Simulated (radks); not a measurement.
Results of a calculation; reference values are marked as such.
Valence configurations of Pm (all share [Xe]). Code: a radial shooting solver on a logarithmic mesh with Libxc functionals. Model: scalar-relativistic Kohn-Sham, PBE, spin-unpolarised, spherical densities, finite nucleus; Fermi nuclear charge, rms radius 4.962 fm. Energies are relative to 4f5 6s2; eigenvalues in eV.

valence,E (eV),e(4f),e(5d),e(6p),e(6s)
4f5 6s2,0.000,-2.155,-,-,-3.542
4f4 6s2 6p1,4.547,-10.645,-,-2.191,-5.212
4f5 5d1 6s1,1.855,-1.110,-1.206,-,-3.155
4f3 5d1 6s2 6p1,12.873,-17.162,-6.181,-2.269,-5.535
4f5 6p2,4.885,-4.514,-,-2.244,-
4f5 6s1 6p1,2.384,-3.382,-,-1.783,-4.228
4f4 6s1.5 6p1.5,6.072,-11.230,-,-2.425,-5.506
4f4 6p3,10.818,-12.879,-,-3.041,-
4f7,6.933,-0.336,-,-,-

NIST lists [Xe] 4f5 6s2 as the ground configuration; this level of theory agrees among the configurations tried. The energies are those of spherical spin-averaged densities, not of single terms. No valid solution was reached for [Xe] 4f6 6s1.
